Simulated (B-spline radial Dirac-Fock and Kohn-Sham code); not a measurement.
Kohn-Sham estimates against Dirac-Fock for the levels of Ta³⁹⁺

System: Ta³⁹⁺, [Ar] 3d10 4s2 4p4.

The density-functional columns are spherical, spin-unpolarised Dirac-Kohn-Sham results without Breit or QED terms: −ε is minus the orbital energy of the initial state and ΔSCF the difference of two total energies. The reference in the last column comes from multi-electron Dirac-Fock with separately optimised hole states, Breit and Lamb-shift corrections added in first order. All numbers are from a radial finite-basis atomic code, in eV; a selection of levels is shown. For the 1s level of heavy atoms much of the gap between ΔSCF and the reference is the Breit and QED part, -334.8 eV here; for other levels the error of the functional can be larger.

| level | LDA −ε | LDA ΔSCF | Dirac-Fock |
| --- | --- | --- | --- |
| K (1s) | 68965.7 | 69541.2 | 69219.6 |
| L1 (2s) | 13298.2 | 13427.7 | 13484.5 |
| L2 (2p1/2) | 12797.3 | 12955.7 | 12936.5 |
| M1 (3s) | 4331.5 | 4386.0 | 4436.4 |
| M2 (3p1/2) | 4112.1 | 4169.3 | 4198.0 |
| M4 (3d3/2) | 3464.2 | 3525.3 | 3524.1 |
| M5 (3d5/2) | 3401.9 | 3461.8 | 3463.2 |
| N1 (4s) | 2016.7 | 2044.8 | 2046.7 |
| N2,3 (4p) | 1862.9 | 1890.4 | 1885.3 |

Values without a named source are computed, but for edge energies of neutral atoms, which are taken from tables.
